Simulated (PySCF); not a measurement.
H2BN, triplet, geometry from GFN2-xTB (a higher spin typed on purpose: for a closed-shell molecule this is an excited state); BLYP/aug-cc-pVDZ run with PySCF.

The PySCF input:
```python
from pyscf import gto, scf, dft

mol = gto.Mole()
mol.atom = '''
    B     0.64686960   -0.10291133    0.45305613
    N    -0.55721888    0.03055393   -0.10989607
    H     1.46895331    0.06731199   -0.42386957
    H    -0.80276915    0.23336716   -1.07213861
'''
mol.basis = 'aug-cc-pvdz'
mol.spin = 2
mol.verbose = 4
mol.build()

mf = dft.UKS(mol)
mf.xc = 'blyp'
mf.kernel()
```

Output, abridged:

```
PySCF version 2.14.0

[INPUT] verbose = 4
[INPUT] num. atoms = 4
[INPUT] num. electrons = 14
[INPUT] charge = 0
[INPUT] spin (= nelec alpha-beta = 2S) = 2
[INPUT] symmetry False subgroup None
[INPUT] Mole.unit = angstrom
[INPUT] Symbol           X                Y                Z      unit          X                Y                Z       unit  Magmom
[INPUT]  1 B      0.646869600000  -0.102911330000   0.453056130000 AA    1.222406382307  -0.194474228815   0.856152004755 Bohr   0.0
[INPUT]  2 N     -0.557218880000   0.030553930000  -0.109896070000 AA   -1.052991074637   0.057738559729  -0.207673474466 Bohr   0.0
[INPUT]  3 H      1.468953310000   0.067311990000  -0.423869570000 AA    2.775919445673   0.127201225999  -0.800997399837 Bohr   0.0
[INPUT]  4 H     -0.802769150000   0.233367160000  -1.072138610000 AA   -1.517013834750   0.441000018868  -2.026048340472 Bohr   0.0

nuclear repulsion = 22.9700539386613
number of shells = 26
number of NR pGTOs = 92
number of NR cGTOs = 64
basis = aug-cc-pvdz
ecp = {}

******** <class 'pyscf.dft.uks.UKS'> ********
method = UKS
initial guess = minao
damping factor = 0
level_shift factor = 0
DIIS = <class 'pyscf.scf.diis.CDIIS'>
diis_start_cycle = 1
diis_space = 8
diis_damp = 0
SCF conv_tol = 1e-09
SCF conv_tol_grad = None
SCF max_cycles = 50
direct_scf = True
direct_scf_tol = 1e-13
number electrons alpha = 8  beta = 6
XC library pyscf.dft.libxc version 7.1.2
    S. Lehtola, C. Steigemann, M. J. T. Oliveira, and M. A. L. Marques,  SoftwareX 7, 1–5 (2018)
XC functionals = blyp
    A. D. Becke,  Phys. Rev. A 38, 3098 (1988)
    C. Lee, W. Yang, and R. G. Parr,  Phys. Rev. B 37, 785 (1988)
    B. Miehlich, A. Savin, H. Stoll, and H. Preuss,  Chem. Phys. Lett. 157, 200 (1989)
radial grids:
    Treutler-Ahlrichs [JCP 102, 346 (1995); DOI:10.1063/1.469408] (M4) radial grids

becke partition: Becke, JCP 88, 2547 (1988); DOI:10.1063/1.454033
pruning grids: <function nwchem_prune>
grids dens level: 3
symmetrized grids: False
atomic radii adjust function: <function treutler_atomic_radii_adjust>
small_rho_cutoff = 0
Set gradient conv threshold to 3.16228e-05
tot grids = 47568
init E= -80.7259013424434

cycle= 1 E= -80.6156819281178  delta_E= 0.11  |g|= 0.18  |ddm|= 1.82

cycle= 2 E= -80.5839133704153  delta_E= 0.0318  |g|= 0.313  |ddm|= 0.414

cycle= 3 E= -80.6286025581  delta_E= -0.0447  |g|= 0.0931  |ddm|=  0.3

cycle= 4 E= -80.6337792582098  delta_E= -0.00518  |g|= 0.022  |ddm|= 0.115

cycle= 5 E= -80.6341159426103  delta_E= -0.000337  |g|= 0.00267  |ddm|= 0.0313

cycle= 6 E= -80.6341216987052  delta_E= -5.76e-06  |g|= 0.000543  |ddm|= 0.00758

cycle= 7 E= -80.6341219548297  delta_E= -2.56e-07  |g|= 0.000352  |ddm|= 0.00182

cycle= 8 E= -80.6341220563174  delta_E= -1.01e-07  |g|= 4.71e-05  |ddm|= 0.000553

cycle= 9 E= -80.6341220590546  delta_E= -2.74e-09  |g|= 2.08e-05  |ddm|= 0.000129

cycle= 10 E= -80.6341220594047  delta_E= -3.5e-10  |g|= 3.11e-06  |ddm|= 3.36e-05

Extra cycle  E= -80.6341220594059  delta_E= -1.14e-12  |g|= 3.67e-06  |ddm|= 8.15e-06
converged SCF energy = -80.6341220594059  <S^2> = 2.0027221  2S+1 = 3.0018142
```
